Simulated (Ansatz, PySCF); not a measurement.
Molecule: HO$_{3}$ (charge 0, doublet). It need not be the lowest isomer of its formula. SMILES: [O]OO
Coordinates optimised at B3LYP-D3(BJ)/def2-TZVP (Ansatz, a program for electronic structure):
```xyz
4

O      0.2900     0.1010    -1.1274
O      0.3292     0.0866     0.4185
H      1.2118     0.3656    -1.2899
O     -0.7707    -0.2333     0.8701
```
Charge 0, spin multiplicity 2.

Quantity: atomisation energy (electronic, to ground-state atoms), in eV. Cores are frozen in the correlated levels unless marked. Open shells are spin-unrestricted. Spin-orbit coupling is left out. Non-relativistic. FCI takes restricted orbitals. The coupled-cluster limit lacks core correlation, which all-electron functionals hold. CBS(X,Y): correlation extrapolated as X^-3; Hartree-Fock from the larger set. [CCSD(T)-MP2]/basis is that difference in the basis named.

```json
[
 {"level": "TPSS-D4/def2-TZVPD", "program": "PySCF + dftd4", "atomisation energy (eV)": "10.65"},
 {"level": "PBE0-D4/def2-TZVP", "program": "Ansatz + dftd4", "atomisation energy (eV)": "10.04"},
 {"level": "PW6B95-D4/def2-TZVPD", "program": "PySCF + dftd4", "atomisation energy (eV)": "10.03"},
 {"level": "M06-2X/def2-TZVPD", "program": "PySCF", "atomisation energy (eV)": "9.82"},
 {"level": "LC-wPBE/def2-TZVPD", "program": "Ansatz", "atomisation energy (eV)": "10.06"},
 {"level": "B2PLYP-D4/def2-TZVPD", "program": "Ansatz + dftd4", "atomisation energy (eV)": "9.86"}
]
```

### Question
Estimate the value at RI-MP2/CBS(aug-cc-pVTZ,aug-cc-pVQZ)+[CCSD(T)-MP2]/aug-cc-pVTZ as computed with Ansatz.

### Answer
9.97 eV, so B2PLYP-D4/def2-TZVPD differs from it by -0.11 eV.
